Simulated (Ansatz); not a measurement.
# B2NH2OF (SMILES OB1NB1F): methods side by side

B2NH2OF has 7 atoms, charge 0, and is taken as a singlet. SMILES: `OB1NB1F`. Geometry: optimised at PBE0/def2-SVP. This is one conformer, not always the lowest.

```xyz
7

O    -1.2817    0.1744    1.3139
B    -0.3832    0.1472    0.3120
N     0.6330   -0.7687   -0.0949
B     0.5859    0.3437   -0.9550
F     1.2521    0.7247   -2.0292
H    -1.8280    0.9660    1.2877
H     1.0831   -1.6553    0.1200
```

Each level gives the adiabatic ionisation energy (to the doublet cation, shapes relaxed at PBE0/def2-SVP, no zero-point term) (eV). The values are calculated.

```
             level                    kind  program  value (eV)  less CCSD(T)/def2-SVP
       HF/def2-SVP            Hartree–Fock   Ansatz        7.82                  -0.76
   r2SCAN/def2-SVP                meta-GGA   Ansatz        8.53                  -0.05
  PBE0-D4/def2-SVP           global hybrid   Ansatz        8.68                  +0.10
CAM-B3LYP/def2-SVP  range-separated hybrid   Ansatz        8.72                  +0.14
  wB97M-V/def2-SVP  range-separated hybrid   Ansatz        8.77                  +0.19
  RPA@PBE/def2-SVP                     RPA   Ansatz        8.71                  +0.13
      MP2/def2-SVP     perturbation theory   Ansatz        8.53                  -0.05
  CCSD(T)/def2-SVP   coupled cluster or CI   Ansatz        8.58                   0.00
```

Differences are taken from CCSD(T)/def2-SVP for orientation; it has basis-set and higher-order errors of its own. The values span 7.82 to 8.77 eV.
